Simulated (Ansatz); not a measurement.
`N[SiH](F)BCl` + `N=CO` → `N[SiH](F)/N=C/O` + `BCl`  (cleavage of the Si–B bond)

Isolated molecules relaxed with PBE0-D4/def2-TZVP in Ansatz; ΔE leaves out vibrations. CCSD(T)/CBS adds triple-zeta CCSD(T) − MP2 to the extrapolated MP2 energy (def2 sets, frozen cores). This one scheme is used for every species. One conformer a species, not always the lowest.

```
             level  ΔE (eV)
SCS-MP2/def2-TZVPP    -1.04
SCS-MP2/def2-QZVPP    -1.04
```

What does CCSD(T)/CBS give? (Estimate.)

Computed: -0.96 eV. The listed levels differ from it by -0.08, -0.08 eV.

Largest T1 diagnostic among the species: 0.014.

In def2-TZVPP, CCSD(T) changes the Hartree–Fock value by +0.17 eV (the triples alone add +0.01 eV) and MP2 by +0.08 eV. From PBE to PBE0 (25 % exact exchange), in def2-TZVPP and without D4, ΔE moves by −0.08 eV.
